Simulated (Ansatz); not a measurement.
A ladder of methods for GeH3O (SMILES [O][GeH3])

The species is GeH3O (5 atoms), meant as a doublet with charge 0. SMILES: `[O][GeH3]`. Geometry: relaxed at PBE0-D4/def2-TZVP.

```xyz
5

O    -1.4439    0.4186    0.7773
Ge    0.0723   -0.0563   -0.0569
H    -0.1622   -0.0912   -1.5747
H     0.5480   -1.4181    0.4715
H     1.0357    1.0734    0.3414
```

Quantity: the energy change with the O1–Ge2 bond stretched from 1.795 to 3.589 Å, in eV. The values are calculated.

```csv
level,kind,program,value (eV),less FCI/STO-3G,CPU time (all runs)
UHF/STO-3G,Hartree–Fock,Ansatz,2.12,-0.71,1.6 s
UB2PLYP/STO-3G,double hybrid,Ansatz,3.53,+0.70,45 s
UMP2/STO-3G,perturbation theory,Ansatz,2.63,-0.20,2.8 s
UCCSDT(Q)/STO-3G,coupled cluster or CI,Ansatz,2.83,0.00,16 s
FCI/STO-3G,exact in the basis,Ansatz,2.83,0.00,5 min
```

FCI/STO-3G is exact within its basis and frozen core, so for wave-function methods in that basis the difference is their error; functionals converge differently with the basis, so for them it is only a difference. All-electron rows without a relativistic Hamiltonian named are non-relativistic. The first shape isn't each level's own minimum. The values span 2.12 to 3.53 eV. Spin contamination of the reference (⟨S²⟩ at least 0.1 too high) touches UHF/STO-3G, UB2PLYP/STO-3G, UMP2/STO-3G, UCCSDT(Q)/STO-3G. All rows use very small basis sets, so none should be taken for the real molecule's value. In the correlated wave-function rows the outer d shell of Ge is correlated, in sets not made for it. CPU times are rough (shared hosts, several kinds of processor and program).
